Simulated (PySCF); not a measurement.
MCl cations for M along the halogens

HF with double-zeta basis sets in PySCF, for the lowest determinant that a PBE0 search found; no spin–orbit coupling. De refers to high-spin ground-configuration atoms (the charge goes to the atom of lower measured ionisation energy or higher electron affinity, which is not always the lowest computed limit). A positive dipole points towards Cl; it is taken about the centre of mass and depends on that origin.

| M | basis | reference | charged atom | state (unpaired electrons) | Re (Å) | ωe (cm⁻¹) | De (eV) | μ (D) |
| --- | --- | --- | --- | --- | --- | --- | --- | --- |
| Cl | jorge-DZP-DKH | UHF | Cl+ | doublet (π ↑) | 1.891 | 728 | 1.23 | n/a |
| Br | cc-pVDZ-PP/cc-pV(D+d)Z | UHF | Br+ | doublet (π ↑) | 2.049 | 489 | 0.74 | -0.43 |
| I | def2-SVP | UHF | I+ | doublet (π ↑) | 2.276 | 423 | 0.49 | -1.27 |

The shortest bond is that of Cl₂⁺ (1.891 Å), the longest that of ICl⁺ (2.276 Å). Cl₂⁺ is bound most strongly (1.23 eV) and ICl⁺ least (0.49 eV).

The rows differ in basis set, which adds steps of its own.

Down a group the atoms grow and get heavier, so bonds lengthen and wavenumbers fall; this series shows no clear exception.

Spin–orbit coupling is left out, which matters for elements this heavy, above all for dissociation energies. For an ion De counts to the pair picked by the measured ionisation energies or electron affinities, which need not be the lowest pair at this level. Hartree–Fock leaves out correlation, which carries a large part of most bond energies and some tenths to 1 eV of ionisation energies. States were picked by a PBE0 search and need not be the measured ground states.
